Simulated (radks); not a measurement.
Results of a calculation; reference values are marked as such.
Sn XLIX, configuration [He] (the NIST ground configuration).

Level of theory: scalar-relativistic Kohn-Sham, PBE, spin-polarised, spherical densities, finite nucleus; Fermi nuclear charge, rms radius 4.6519 fm (a radial shooting solver on a logarithmic mesh with Libxc functionals).

Energy parts (hartree):
total: -2555.84837
kinetic: 2742.95579
electron-nucleus: -5331.92000
Hartree: 65.31048
exchange-correlation: -32.19465

Orbitals (lengths in bohr, moments of r in powers of bohr):
| orbital | occ. | eigenvalue (hartree) | <r^4> | <1/r> |
|---|---|---|---|---|
| 1s | 2 | -1249.664 | 3.285e-06 | 53.32 |
| 2s | 0 | -307.9945 | 0.0004245 | 13.13 |
| 2p | 0 | -297.9276 | 0.0002759 | 12.58 |

The highest occupied level is 1s at -34005 eV. The electron density at the nucleus is 1.738e+05 e/bohr^3 (large components only).
